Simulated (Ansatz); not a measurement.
Reaction (redistribution): `[SiH3][CH2][GeH2][Cl]` + `F[CH2][GeH2][SH]` → `[SiH3][CH2][GeH2][SH]` + `F[CH2][GeH2][Cl]`

Computed with Ansatz on PBE0-D4/def2-TZVP structures; ΔE is electronic, products minus reactants. CCSD(T)/CBS is the MP2 limit (def2-TZVPP, def2-QZVPP) plus CCSD(T) − MP2 in def2-TZVPP, frozen cores. DFT in def2-TZVPP. For Ge outer-core shells are correlated without core-valence functions, which leaves a few kJ/mol of doubt a bond. Scalar relativity is left out up to krypton. Each species was taken in one conformer, which may not be the lowest.

`[SiH3][CH2][GeH2][Cl]`:

Z-matrix (Å, degrees):
```
Si
C 1 1.876
H 1 1.483 2 110.7
H 1 1.488 2 109.8 3 120.3
H 1 1.488 2 109.8 3 -120.6
Ge 2 1.944 1 114.7 3 71.6
H 2 1.095 1 109.3 3 -168.5
H 2 1.093 1 109.9 3 -50.8
Cl 6 2.163 2 108.0 1 -52.0
H 6 1.536 2 111.8 1 64.6
H 6 1.536 2 112.9 1 -168.9
```

`F[CH2][GeH2][SH]`:

```xyz
9

F    -1.793    0.547   -0.397
C    -0.779    0.784    0.519
Ge    0.897   -0.022   -0.143
S     0.597   -2.212   -0.357
H    -1.065    0.338    1.475
H    -0.674    1.866    0.645
H     2.022    0.152    0.889
H     1.280    0.614   -1.489
H    -0.484   -2.066   -1.143
```

`[SiH3][CH2][GeH2][SH]`:

Cartesian coordinates in Å:
```
Si -1.380 1.001 -0.229
C -0.097 -0.144 -0.976
Ge 0.883 -1.203 0.342
S 1.431 0.039 2.111
H -0.732 2.186 0.386
H -2.317 1.472 -1.286
H -2.168 0.284 0.810
H -0.582 -0.846 -1.661
H 0.620 0.437 -1.563
H -0.012 -2.304 0.930
H 2.156 -1.814 -0.274
H 2.197 0.891 1.410
```

`F[CH2][GeH2][Cl]`:

Z-matrix (Å, degrees):
```
C
Ge 1 1.969
F 1 1.380 2 110.6
H 1 1.095 2 109.9 3 120.0
H 1 1.093 2 110.0 3 -120.3
Cl 2 2.155 1 107.8 3 72.2
H 2 1.536 1 110.4 3 -171.2
H 2 1.532 1 111.7 3 -45.4
```

Is it downhill or uphill in electronic energy at CCSD(T)/CBS, and by how much? (Best estimate.)

Ansatz gave: Uphill: ΔE = +5.5 kJ/mol.

What do these levels give: PBE-D4, r2SCAN-D4, B2PLYP, PBE, r2SCAN, PBE0, MP2/def2-TZVPP, SCS-MP2/def2-TZVPP, CCSD(T)/def2-TZVPP, SCS-MP2/def2-QZVPP, MP2/CBS(def2), CCSD/CBS(def2)? (Estimate.)

The calculation gave: PBE-D4 4.5, r2SCAN-D4 5.4, B2PLYP 5.8, PBE 5.0, r2SCAN 5.5, PBE0 5.1, MP2/def2-TZVPP 5.3, SCS-MP2/def2-TZVPP 5.5, CCSD(T)/def2-TZVPP 5.4, SCS-MP2/def2-QZVPP 5.5, MP2/CBS(def2) 5.5, CCSD/CBS(def2) 5.7 kJ/mol.

Largest T1 diagnostic among the species: 0.011.
